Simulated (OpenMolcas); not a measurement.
## neutral phosphorus: terms and fine structure

```yaml
Program: OpenMolcas 26.06
Method: "SS-CASPT2, IPEA 0.25 Eh, imaginary shift 0.1 Eh (closed shells correlated: 2s 2p)"
Basis: ANO-RCC-VTZP [5s4p2d1f]
Scalar_Hamiltonian: DKH2, point nucleus
Active_space: 5 electrons in 4 orbitals (3s 3p)
State_averaging: 2S+1 = 4 odd, 1 root; 2S+1 = 2 odd, 8 roots
Spin-orbit_coupling: RASSI with atomic mean-field integrals over the reference wave functions, term energies averaged over their components
```

With spin-orbit coupling, above the lowest level:

```tsv
Configuration	Term	J	E (cm⁻¹)	Measured (cm⁻¹)	g	Term weight %
3s² 3p³	⁴S°	3/2	0.0	0.0	2.002	100
3s² 3p³	²D°	3/2	11850	11361	0.800	100
3s² 3p³	²D°	5/2	11860	11377	1.200	100
3s² 3p³	²P°	1/2	18940	18723	0.666	100
3s² 3p³	²P°	3/2	18940	18748	1.334	100
```

Against the 4 measured excited levels shown (NIST Handbook of Basic Atomic Spectroscopic Data) the mean absolute deviation is 350 cm-1; the largest miss in energy is 3s² 3p³ ²D°_3/2: computed 11850, measured 11361 cm⁻¹ (+4.3 %).

Spin-orbit coupling puts the lowest level 2.6 cm⁻¹ below the lowest spin-free term.

CASPT2 breaks the degeneracy within a term, and the mean is taken; among the terms shown or strongly mixed into the levels shown the widest spread is 240 cm-1 (3s² 3p³ ²D°). No level of 3s 3p⁴ was computed, though it lies in the active space. Computed and measured levels are paired by configuration, term and J; levels that our copy of the source lacks, or whose pairing is in doubt (as where it misses far off the trend of its configuration), stay unpaired and out of the deviations. Levels of configurations outside the active space are missing. The first state left out of the spin-orbit step lies near 150000 cm-1 above the lowest spin-free state of the reference (among the parities and spins computed), and the list stops at four fifths of that energy or lower.

The term weight is that of the spin-free term in the level, not the purity of its configuration. ° marks odd parity.
